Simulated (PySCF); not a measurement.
A PySCF script (with the pyscf-properties extension) for the NMR shieldings of SMILES N1(BC=C)[C@H](C#C)C1, C6H8BN, on a GFN2-xTB geometry:

```python
import basis_set_exchange as bse
import numpy as np
from pyscf import gto, dft
from pyscf.prop import nmr

atoms = """
C    -1.868256    2.414612    1.012778
C    -1.711153    1.402274    0.392243
C    -1.506543    0.183439   -0.333872
C    -1.909407   -1.127123    0.267739
N    -0.547420   -0.758320    0.147833
B     0.775540   -1.035471    0.360280
C     1.838119    0.027386   -0.057969
C     3.152006   -0.136919    0.049904
H    -2.009707    3.308331    1.543166
H    -1.582209    0.297136   -1.414806
H    -2.339656   -1.131923    1.263679
H    -2.282463   -1.908790   -0.385945
H     1.058406   -2.066615    0.842931
H     1.485593    0.973126   -0.460905
H     3.572435   -1.050309    0.441488
H     3.867117    0.618110   -0.243762
"""
names = dict.fromkeys(["C", "N", "B", "H"], "pcSseg-1")
basis = {el: gto.basis.parse(bse.get_basis(n, elements=[el], fmt="nwchem")) for el, n in names.items()}
mol = gto.M(atom=atoms, basis=basis, charge=0, verbose=0)
mf = dft.RKS(mol, xc="PBE0")
mf.grids.level = 2
mf.grids.alignment = dft.numint.BLKSIZE   # the property module wants whole blocks of grid points
mf.conv_tol = 1e-9
mf.kernel()

calc = nmr.RKS(mf)   # GIAO
C = mf.mo_coeff
Co = C[:, mf.mo_occ > 0]
resp = mf.gen_response(singlet=True, hermi=2)
def vind(x):   # induced exchange potential for any number of trial vectors
    d = np.einsum("pi,xij,qj->xpq", C, 2 * x.reshape(-1, C.shape[1], Co.shape[1]), Co, optimize=True)
    return np.einsum("xpq,pi,qj->xij", resp(d - d.transpose(0, 2, 1)), C, Co, optimize=True).ravel()
mo1, _ = nmr.rhf.solve_mo1(calc, with_cphf=vind)
sigma = calc.kernel(mo1)
for i, s in enumerate(sigma):   # ppm
    print("%2d %-2s %9.2f" % (i, mol.atom_pure_symbol(i), np.trace(s) / 3))
```

Task: Give the expected output.

Result: 
```
 0 C     112.26
 1 C      98.18
 2 C     165.02
 3 C     154.98
 4 N     143.60
 5 B      68.72
 6 C      39.20
 7 C      40.13
 8 H      30.28
 9 H      28.78
10 H      29.31
11 H      29.26
12 H      26.59
13 H      24.78
14 H      25.37
15 H      25.21
```

These numbers come from an equivalent density-fitted implementation of the same equations, which agrees with the script to about 0.01 ppm for H and up to a few tenths of a ppm for heavy atoms, so last digits may differ.

Size and cost of the density-fitted run: 176 basis functions, 41 s wall time on 1 thread of an Arm Neoverse N1, shared host; peak memory 0.79 GiB.
